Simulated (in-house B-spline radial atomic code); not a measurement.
## Ne II (Ne+): [He] 2s2 2p5

All numbers are computed (non-relativistic wB97X, spin-polarised, spherical fractional occupations; point nucleus) with a radial B-spline atomic code at the basis-set limit, not measured.

Effective charges: Z_r = [3n² - l(l+1)]/(2<r>) from the radius, Z_e = n√(-2ε) from the energy, and Slater's rules. Values are occupation-weighted means over spin.

| shell | electrons | ε (eV) | <r> (bohr) | Z_r | Z_e | Slater |
| --- | --- | --- | --- | --- | --- | --- |
| 1s | 2 | -866.72 | 0.158 | 9.49 | 7.98 | 9.70 |
| 2s | 2 | -62.022 | 0.8642 | 6.94 | 4.27 | 6.20 |
| 2p | 5 | -36.506 | 0.8808 | 5.68 | 3.28 | 6.20 |

The least bound orbital is 2p down at -32.94 eV, and it is also the most diffuse (<r> = 0.8985 bohr).

Caution: exact exchange at fractional occupations of open shells leaves self-interaction of up to several eV.
